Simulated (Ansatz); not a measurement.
Relaxation of C2H5B2ClO (11 atoms, charge 0, multiplicity 1), to a largest force component of 0.02 eV/Å in at most 40 steps.

All numbers below come from Ansatz, UKS PBE-D4/STO-3G.

```xyz
11
Properties=species:S:1:pos:R:3:forces:R:3
B -1.445 -0.903 -0.096 -1.45 0.67 -0.49
C 0.085 -1.009 -0.071 0.79 -0.16 1.20
B 0.726 0.327 0.481 1.40 -1.45 2.27
Cl 1.648 0.311 2.147 -1.21 0.09 -1.86
C 0.790 1.638 -0.368 1.80 -0.26 4.99
O 0.287 1.697 -1.464 -2.84 0.28 -6.41
H -2.045 -0.939 -1.130 0.22 -0.12 0.37
H -2.059 -0.659 0.885 0.05 -0.25 0.09
H 0.353 -1.845 0.629 0.01 0.29 -0.26
H 0.474 -1.209 -1.068 0.38 -0.18 -0.67
H 1.250 2.534 0.076 0.85 1.10 0.76
```

**Question.** Where does it end, and by what steps?

**Answer.** The forces met the threshold. Limits of this set-up: minimal basis. After 22 steps the energy has fallen by 2.465 eV; O6 moved furthest, 1.34 Å. Joined: B1–O6.

```csv
step,energy less start (eV),largest force component (eV/Å),accepted
0,0.0000,6.406,yes
1,-0.1166,2.908,yes
2,-0.3490,2.744,yes
3,-0.4680,1.432,yes
4,-0.5293,0.849,yes
5,-0.5558,0.390,yes
6,-0.5985,0.463,yes
7,-0.6757,0.697,yes
8,-0.8472,0.811,yes
9,-1.1929,1.390,yes
10,-1.7568,1.970,yes
11,-2.1962,1.120,yes
12,-2.2660,1.304,yes
13,-2.3913,0.520,yes
14,-2.4167,0.274,yes
15,-2.4348,0.287,yes
16,-2.4439,0.296,yes
17,-2.4543,0.194,yes
18,-2.4085,0.837,no
19,-2.4621,0.147,yes
20,-2.4625,0.159,yes
21,-2.4639,0.057,yes
22,-2.4645,0.014,yes
```

```xyz
11
Properties=species:S:1:pos:R:3
B -1.149 -0.297 -0.518
C 0.141 -1.035 0.157
B 1.034 0.139 0.624
Cl 2.370 0.207 1.798
C 0.470 1.437 -0.075
O -0.687 1.203 -0.681
H -1.478 -0.612 -1.615
H -2.096 -0.221 0.205
H -0.046 -1.803 0.932
H 0.671 -1.570 -0.670
H 0.834 2.495 -0.136
```

Run time: 2.8 min on 1 thread of Arm Neoverse N1, with other jobs on the host, peak memory 0.17 GiB.
